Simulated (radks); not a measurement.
The numbers below are computed, except where a source is named.
Species: the aluminium ion Al4+. Configuration: [He] 2s2 2p4 3s1 (not the ground configuration). Level of theory: Dirac Kohn-Sham, PBE, spin-unpolarised, spherical densities, finite nucleus; open shells are shared between the two j in proportion to 2j + 1; Fermi nuclear charge, rms radius 3.061 fm (a radial shooting solver on a logarithmic mesh with Libxc functionals). Some entries of the table are withheld. Estimate them.

orbital,occ.,eigenvalue (hartree),<r> (bohr),<r^2> (bohr^2)
1s1/2,2,(1),0.1200,0.01940
2s1/2,2,-7.16355,0.5875,0.4093
2p1/2,1.33333,-5.83871,0.5411,0.3637
2p3/2,2.66667,-5.81906,0.5428,0.3658
3s1/2,1,(2),(3),3.389
3p1/2,0,-1.67194,1.824,3.825
3p3/2,0,-1.66916,1.827,3.837
3d3/2,0,-1.25043,1.918,4.286
3d5/2,0,-1.25018,1.919,4.288
4s1/2,0,(4),3.527,14.00

Answer. 
(1) 1s1/2 eigenvalue (hartree): -59.54068
(2) 3s1/2 eigenvalue (hartree): -1.98796
(3) 3s1/2 <r> (bohr): 1.726
(4) 4s1/2 eigenvalue (hartree): -0.88873
